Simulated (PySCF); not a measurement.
Predicted microwave data (PBE0/def2-SVPD in PySCF (dipole) on a GFN2-xTB geometry, gas phase) for one isomer of C5H6O2Si:

- Rotational constants: A = 2059, B = 1921, C = 1166 MHz
- Dipole components: |μa| = 0.00 D, |μb| = 0.54 D, |μc| = 1.68 D
- Inertial defect: -74.89 u·Å²
- κ: 0.69

Task: Which structure is it? (One computed conformer of each.)
A. `[O:1]=[CH:2][O:3][C:4]1=[CH:5][SiH2:6][CH:7]=[CH:8]1` with O1–C2–O3–C4 0°, C2–O3–C4–C5 0°
B. `[CH3:1][SiH:2]1[C:3](=[O:4])[CH:5]=[CH:6][C:7]1=[O:8]` with C1–Si2–C3–O4 37°, Si2–C3–C5–C6 18°, C5–C6–C7–O8 159°, C1–Si2–C7–C6 140°
C. `[O:1]=[C:2]1[CH:3]=[CH:4][C:5](=[O:6])[CH:7]1[SiH3:8]` with O1–C2–C3–C4 172°, C3–C4–C5–O6 -172°, C4–C5–C7–Si8 105°, O1–C2–C7–C5 -168°
D. `[CH3:1][SiH2:2][C:3]#[C:4][C:5](=[O:6])[CH:7]=[O:8]` with C4–C5–C7–O8 0°

Result: C. It is O=C1C=CC(=O)C1[SiH3], an asymmetric top, point group Cs. The candidates at the same level (rigid rotor, commonest isotopes):

| SMILES | A (MHz) | B (MHz) | C (MHz) | μa (D) | μb (D) | μc (D) | Δ (u·Å²) | point group | rotor |
| --- | --- | --- | --- | --- | --- | --- | --- | --- | --- |
| C[SiH]1C(=O)C=CC1=O | 2137 | 1848 | 1077 | 0.00 | 0.42 | 1.17 | -40.88 | near Cs | asymmetric top |
| O=C1C=CC(=O)C1[SiH3] | 2059 | 1921 | 1166 | 0.00 | 0.54 | 1.68 | -74.89 | Cs | asymmetric top |
| C[SiH2]C#CC(=O)C=O | 3192 | 761.8 | 621.9 | 2.29 | 0.74 | 0.00 | -9.06 | Cs | asymmetric top |
| O=COC1=C[SiH2]C=C1 | 4180 | 1120 | 892.5 | 1.12 | 1.69 | 0.00 | -5.99 | Cs | asymmetric top |

`C[SiH2]C#CC(=O)C=O` has B 60 % too low; `O=COC1=C[SiH2]C=C1` has A 103 % too high; `C[SiH]1C(=O)C=CC1=O` has C 8 % too low. In the right answer the mirror of this Cs structure is the bc plane, so μa vanishes by symmetry. No structure here is proved a minimum.
